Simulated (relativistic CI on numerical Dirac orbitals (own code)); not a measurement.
**Pd+: 3d photoemission**

Computed with this model: Dirac-Coulomb-Breit CI, separate exchange-only KLI orbitals for each configuration, model QED (radiative potential, 1s self-energy scaled to tabulated hydrogen-like ionisation energies), valence Slater integrals scaled by 0.8, multiplet model of photoemission in the sudden approximation; configurations [Kr] 4d9 → [Ar] 3d9 4s2 4p6 4d9; 80 K; Lorentzian 0.3 eV and Gaussian 0.5 eV FWHM. Energies are those of the free ion, without screening or charge transfer. The energies are binding energies and can lie tens of eV above those of solids. S is read from ⟨S²⟩ = S(S + 1).

Field parameters in Wybourne normalisation: D4h B²₀ = −7Ds, B⁴₀ = 21(Dq − Dt), B⁴₄ = 21√(5/14) Dq. The field is a parameter set, without covalency.

free ion: ground-state S = 0.50, centroid 355.53 eV. Peaks (eV, height): 352.5 (100), 354.4 (51), 356.1 (8), 359.4 (78).

D4h, 10Dq = 18200, Ds = -1500, Dt = 810 cm⁻¹: ground-state S = 0.50, centroid 355.56 eV. Peaks (eV, height): 352.8 (100), 358.6 (76), 359.6 (29).

D4h, 10Dq = 18200, Ds = -600, Dt = 810 cm⁻¹: ground-state S = 0.50, centroid 355.56 eV. Peaks (eV, height): 352.9 (100), 355.8 (12), 358.6 (83), 359.7 (28).

D4h, 10Dq = 18200, Ds = 300, Dt = 810 cm⁻¹: ground-state S = 0.50, centroid 355.56 eV. Peaks (eV, height): 352.9 (100), 354.2 (26), 355.8 (10), 358.7 (79), 359.7 (21), 360.7 (8).

D4h, 10Dq = 18200, Ds = 1200, Dt = 810 cm⁻¹: ground-state S = 0.50, centroid 355.57 eV. Peaks (eV, height): 352.9 (100), 354.3 (22), 355.9 (9), 358.7 (74), 359.7 (17).

D4h, 10Dq = 18200, Ds = 2100, Dt = 810 cm⁻¹: ground-state S = 0.50, centroid 355.57 eV. Peaks (eV, height): 353.0 (100), 354.4 (17), 355.5 (9), 356.1 (8), 358.7 (70), 359.7 (15).

Strongest unbroadened transitions for D4h, 10Dq = 18200, Ds = 1200, Dt = 810 cm⁻¹:

| Energy (eV) | Relative strength |
| --- | --- |
| 352.68 | 28.5 |
| 352.74 | 72.8 |
| 352.75 | 37.1 |
| 352.90 | 96.6 |
| 353.12 | 69.2 |
| 353.16 | 36.4 |
| 353.20 | 35.8 |
| 354.29 | 10.8 |
| 354.34 | 34.0 |
| 354.76 | 9.1 |
| 355.39 | 6.3 |
| 355.89 | 7.1 |
| 358.59 | 28.8 |
| 358.66 | 69.8 |
| 358.74 | 32.7 |
| 358.75 | 100.0 |
| 359.73 | 36.3 |
| 360.30 | 7.9 |
